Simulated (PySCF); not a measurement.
C₃H₄BF₃. Atoms are numbered in the order given.

```xyz
11

C      2.0216    -0.5499     0.2643
C      0.6817     0.1199     0.0574
C      0.6175     1.4485    -0.0882
F     -0.5185     2.1140    -0.2753
B     -0.6019    -0.7608     0.0180
F     -0.4919    -2.0788     0.1599
F     -1.8244    -0.2820    -0.1490
H      2.0432    -1.1010     1.2180
H      2.8480     0.1778     0.2728
H      2.2220    -1.2838    -0.5324
H      1.4844     2.1217    -0.0697
```

Geometry: ωB97X-D3(BJ)/def2-SVP. The structure was generated by enumeration; whether it is a known compound was not checked. Other conformers were not sampled.

Computed with PBE/pcSseg-1 (PySCF).

GIAO shieldings, no solvent; atoms listed in one row are averaged. δ = σ(ref) − σ: ¹³C against TMS (σ = 182.0 ppm); ¹⁹F against CFCl3 (σ = 133.6 ppm); ¹¹B against BF3 (σ = 83.9 ppm); ¹H against TMS (σ = 31.49 ppm), references at their B3LYP-D3(BJ)/def2-TZVP geometries, non-relativistic.

Question: Estimate the chemical shifts. (Estimate from the structure and the level; the computed values follow.)

Answer: 
```tsv
nucleus	atoms	count	δ (ppm)
¹³C	C3	1	174.5
¹³C	C2	1	111.5
¹³C	C1	1	17.7
¹⁹F	F4	1	-89.2
¹⁹F	F6	1	-92.4
¹⁹F	F7	1	-99.9
¹¹B	B5	1	11.9
¹H	H11	1	7.45
¹H	H8, H9, H10	3	1.93
```
